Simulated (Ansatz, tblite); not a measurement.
Forces on Al(PH3)Cl3 (AlPH3Cl3) at its PBE-D4/def2-SVP geometry. Total charge 0; singlet.

The xTB rows come from tblite.

GFN1-xTB (tblite), largest force 1.01 eV/Å:

```xyz
8
positions Å, forces eV/Å
Al   -0.213   -1.039   -0.870    0.039    0.177    0.149
P     0.170    0.846    0.707    0.007    0.050    0.040
H     0.427    2.138    0.157   -0.133   -0.673    0.748
H     1.270    0.743    1.611   -0.807    0.447   -0.423
H    -0.871    1.175    1.627    0.913    0.100   -0.431
Cl    1.620   -0.938   -1.942   -0.509   -0.129    0.202
Cl   -1.962   -0.320   -1.838    0.452   -0.290    0.178
Cl   -0.441   -2.606    0.547    0.039    0.319   -0.463
```

GFN2-xTB (tblite), largest force 1.01 eV/Å:

```
Al -0.113 -0.565 -0.472
P 0.130 0.641 0.536
H -0.135 -0.676 0.528
H -0.697 0.258 -0.449
H 0.738 -0.032 -0.456
Cl -0.868 -0.042 0.514
Cl 0.836 -0.334 0.467
Cl 0.109 0.751 -0.667
```

r2SCAN-D4/def2-TZVP (Ansatz), largest force 0.56 eV/Å:

```
Al 0.010 0.039 0.035
P 0.085 0.426 0.355
H -0.077 -0.373 0.151
H -0.312 0.023 -0.264
H 0.295 -0.101 -0.265
Cl -0.248 -0.053 0.109
Cl 0.226 -0.130 0.098
Cl 0.021 0.168 -0.219
```
